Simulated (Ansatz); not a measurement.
`B[SiH](O)F` + NH₃ → `B[SiH](N)F` + H₂O at 700 K and 1 bar (ligand exchange at the Si–O bond).

Isolated molecules relaxed with PBE0-D4/def2-TZVP in Ansatz; ΔE leaves out vibrations. CCSD(T)/CBS is the MP2 limit (def2-TZVPP, def2-QZVPP) plus CCSD(T) − MP2 in def2-TZVPP, frozen cores. This one scheme is used for every species. Each species was taken in one conformer, which may not be the lowest.

```
     species  CCSD(T)/CBS energy (Eh)  H − E (kJ/mol)  S (J/(mol·K))
`B[SiH](O)F`               -491.32150           187.3          418.6
         NH₃                -56.50880           116.9          226.5
`B[SiH](N)F`               -471.43743           223.7          429.4
         H₂O                -76.37941            80.5          218.4
```

H − E and S are ideal-gas, rigid-rotor, harmonic terms from PBE0-D4/def2-TZVP, for one conformer and one mirror image of each species. 1 Eh = 2625.50 kJ/mol, R = 8.31446 J/(mol·K).

Q: By hand: ΔE, ΔH, ΔS and ΔG.

A: ΔE = (-471.43743) + (-76.37941) − (-491.32150) − (-56.50880) = 0.01346 Eh = 35.3 kJ/mol. Δ(H − E) = 223.7 + 80.5 − 187.3 − 116.9 = 0.0, so ΔH = 35.3 kJ/mol. ΔS = 429.4 + 218.4 − 418.6 − 226.5 = 2.7 J/(mol·K). ΔG = 35.3 − 700 × (2.7)/1000 = 33.4 kJ/mol.

Q: By hand: the equilibrium constant, and the temperature at which ΔG would vanish if ΔH and ΔS stayed fixed.

A: log₁₀ K = −ΔG/(RT ln 10) = -2.5. ΔG = 0 at ΔH/ΔS = 13074 K, far beyond where these terms or the molecules hold.

The number of gas molecules stays the same, so ΔS is small and ΔH decides. A doubt of 5 kJ/mol in ΔE shifts log₁₀ K by 0.4 here. Other conformers and mirror images would add mixing entropy, several J/(mol·K) or more a flexible species. These are equilibria of isolated gas molecules and say nothing of rates. Largest T1 diagnostic: 0.012 (customary marks: 0.02 for closed shells, 0.045 for open ones).
